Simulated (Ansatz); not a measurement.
The cluster V2S3: single points at one geometry.

```yaml
crystal:
  periodic: [false, false, false]
  atoms:
    - {symbol: V, position_ang: [-0.442706, -0.472656, -0.754693]}
    - {symbol: V, position_ang: [0.297086, 0.410133, 0.856997]}
    - {symbol: S, position_ang: [0.241137, -1.840329, 0.898793]}
    - {symbol: S, position_ang: [1.528739, 0.636234, -1.054491]}
    - {symbol: S, position_ang: [-1.624255, 1.266608, 0.053393]}
basis:
  gaussian: {orbitals: def2-TZVP, initial_orbitals: start.molden}
correlation: {method: ccsd_t}
scf: {omitted_lower_state_checks: [starts]}
output: {orbitals: {seedname: orbitals}}
```

The file start.molden holds the orbitals of an earlier run on this structure, at another level or in another basis.

```sh
$ ansatz run in.yaml --threads 4 --pin off --events-out ev --progress --plain --max-ram 4787MiB
```

Output, abridged:

```
Functional definition: HF
1429 factors; integrals over basis functions are off by at most 8.3e-4 eV
mean field evaluation 1: about -83758.9525 eV, gradient 4.6e1 eV
mean field evaluation 2: about -83761.1599 eV, gradient 3.8e0 eV
mean field evaluation 4: about -83763.0853 eV, gradient 8.2e0 eV
mean field evaluation 8: about -83764.5125 eV, gradient 1.6e-1 eV
mean field evaluation 16: about -83764.5142 eV, gradient 1.7e-5 eV
mean field evaluation 32: about -83750.2046 eV, gradient 2.5e1 eV
mean field evaluation 64: about -83759.4729 eV, gradient 9.1e-1 eV
mean field evaluation 96: about -83753.5243 eV, gradient 1.6e1 eV
mean field evaluation 128: about -83763.9710 eV, gradient 2.8e-1 eV
mean field evaluation 160: about -83757.3736 eV, gradient 9.7e0 eV
mean field -83764.51419383 eV, -3078.2891189961 hartree, gradient 3.3e-6 eV, S^2 0.000000; 1 other end points of the search recorded, 0 dependent functions left out; unrestricted orbitals would lower it
mean field evaluation 192: about -83766.3959 eV, gradient 1.2e-1 eV
mean field evaluation 224: about -83762.3525 eV, gradient 2.1e-2 eV
mean field evaluation 256: about -83762.3524 eV, gradient 4.0e-2 eV
determinant -83764.51419383 eV, -3078.2891189961 hartree, with singles and doubles -83803.30713844 eV, -3079.7147334158 hartree
determinant -83763.97844209 eV, -3078.2694304829 hartree, with singles and doubles -83802.56641160 eV, -3079.6875122066 hartree
determinant -83762.35254376 eV, -3078.2096798213 hartree, with singles and doubles -83803.79175043 eV, -3079.7325425781 hartree
determinant -83764.51419383 eV, -3078.2891189961 hartree, with singles and doubles -83804.57247203 eV, -3079.7612335676 hartree
determinant -83762.35254376 eV, -3078.2096798213 hartree, with singles and doubles -83803.97094593 eV, -3079.7391278911 hartree
mean field evaluation 288: about -83762.3525 eV, gradient 4.9e-4 eV
unrestricted determinant -83766.40780772 eV, -3078.3587080232 hartree, S^2 1.7270
25 core orbitals not correlated: weight in the atoms' cores, before any rotation towards them, 1.000 or more for the frozen orbitals, at most 0.000 for the correlated occupied ones
reference -83762.35254376 eV, -3078.2096798213 hartree; 22, 22 occupied and 154, 154 virtual orbitals, 1429 factors
second order -49.21676348 eV of doubles, -0.00000000 eV of singles
cycle   1  -41.61838075 eV  change    2.1e-5 eV  update   1.1e-5
perturbative correction -4.05805971 eV, -0.1491309435 hartree
WARN: the results are in doubt because among natural orbitals full CI differs from the method by -0.254 eV
Total energy: -83808.02898421 eV, -3079.8882580475 hartree
In doubt: among natural orbitals full CI differs from the method by -0.254 eV
Checks for a lower state left out: starts
```

Hardware: 4 threads of Arm Neoverse V2 on a shared host. Wall time 5.2 min, peak host memory 2.8 GiB.

As the first input, with `hamiltonian: {xc: pbe0, dispersion: d4}` and without the key `correlation` (abridged; 9.5 s):

```
Functional definition: PBE0
mean field evaluation 16: about -83862.1932 eV, gradient 3.0e-5 eV
mean field -83862.19323124 eV, -3081.8787574118 hartree, gradient 3.0e-5 eV, S^2 0.000000
Total energy: -83862.41799610 eV, -3081.8870173680 hartree
Checks for a lower state left out: starts
```

First input, but with `hamiltonian: {xc: r2scan, dispersion: d4}` and without the key `correlation` (abridged; 8 s):

```
Functional definition: r2SCAN
mean field -83882.95022190 eV, -3082.6415627490 hartree, gradient 2.3e-5 eV, S^2 0.000000
Total energy: -83883.00255630 eV, -3082.6434860029 hartree
Checks for a lower state left out: starts
```

First input, but with `gaussian: {orbitals: def2-SVP, initial_orbitals: start.molden}`, `hamiltonian: {xc: pbe, dispersion: d4}` and without the key `correlation` (abridged; 2 s):

```
Functional definition: PBE
mean field -83843.30991063 eV, -3081.1848081789 hartree, gradient 2.7e-6 eV, S^2 0.000000
Total energy: -83843.57178673 eV, -3081.1944319483 hartree
Checks for a lower state left out: starts
```

As the first input, with `hamiltonian: {xc: {name: CAM-B3LYP}, dispersion: d4}` and without the key `correlation` (abridged; 17 s):

```
Functional definition: CAM-B3LYP
mean field -83886.70979339 eV, -3082.7797244529 hartree, gradient 3.5e-5 eV, S^2 0.000000
Total energy: -83886.94900471 eV, -3082.7885153070 hartree
Checks for a lower state left out: starts
```

As the first input, with `gaussian: {orbitals: def2-SVP, initial_orbitals: start.molden}`, `hamiltonian: {xc: pbe0, dispersion: d4}` and without the key `correlation` (abridged; 2.6 s):

```
Functional definition: PBE0
mean field -83844.11811058 eV, -3081.2145089794 hartree, gradient 1.4e-5 eV, S^2 0.000000
Total energy: -83844.34291347 eV, -3081.2227703333 hartree
Checks for a lower state left out: starts
```

First input, but with `hamiltonian: {xc: {name: B3LYP}, dispersion: d4}` and without the key `correlation` (abridged; 6.5 s):

```
Functional definition: B3LYP
mean field -83887.32611307 eV, -3082.8023737834 hartree, gradient 1.2e-5 eV, S^2 0.000000
Total energy: -83887.76431327 eV, -3082.8184773438 hartree
Checks for a lower state left out: starts
```

Geometry: PBE-D4/def2-SVP.

B3LYP takes the VWN-RPA correlation. Correlated methods freeze 25 core orbitals; core or outer-core shells of V are correlated, in sets that lack core-valence functions. At CCSD(T)/def2-TZVP the program marks the result for the charge 0 singlet as doubtful (large difference). At CCSD(T)/def2-TZVP T1 of the charge 0 singlet is large (up to 0.059), so the single-reference result is doubtful. The restricted singlet is unstable towards broken spin symmetry at other levels; at CCSD(T)/def2-TZVP, PBE0-D4/def2-TZVP, r2SCAN-D4/def2-TZVP, PBE-D4/def2-SVP and others this wasn't settled. At CCSD(T)/def2-TZVP the stability test found the charge 0 singlet unstable. At PBE-D4/def2-SVP an occupied level of the charge 0 singlet lies above an empty one (by up to 0.03 eV), so this SCF solution is probably not the lowest. No other spin state of charge 0 was run. The geometry of the singlet was relaxed on an unsound state (an occupied level 0.03 eV above an empty one). The structure comes from a short search, and lower isomers may exist.
